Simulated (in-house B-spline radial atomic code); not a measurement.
**Ionising Gd with different functionals**

Computed with a radial B-spline atomic code at the basis-set limit: four-component Dirac-Coulomb Hamiltonian, Fermi nucleus of rms radius 5.1569 fm, spin-restricted, spherical fractional occupations for the functionals, and exact exchange of hybrids averaged over the configuration. The ionisation energy is the difference of two self-consistent energies, [Xe] 4f7 5d1 6s2 → [Xe] 4f7 5d1 6s1, without Breit or QED terms; ε is the level of the shell that loses the electron (mean over j).

| method | rung | ΔSCF (eV) | -ε(6s) (eV) |
| --- | --- | --- | --- |
| B3LYP | global hybrid | 6.53 | 4.53 |
| HSE06 | range-separated hybrid | 6.49 | 4.32 |
| CAM-B3LYP | range-separated hybrid | 6.33 | 5.45 |
| wB97X | range-separated hybrid | 6.31 | 6.22 |

Task: Among the functionals, which spreads more, the ΔSCF values or the orbital energies?

Result: The orbital energies: ΔSCF values span about 0.22 eV and the orbital energies 1.90 eV; here energy differences depend much less on the functional than eigenvalues do.

Task: How do they compare with the NIST value?

Result: NIST lists 6.150 eV (measured, ground level to ground level). Errors run from +0.16 to +0.38 eV; wB97X is closest (+0.16 eV), but part of that can be cancellation, since the calculations leave out Breit-QED terms, spin polarisation, the choice among j levels, multiplet and fine-structure energies.
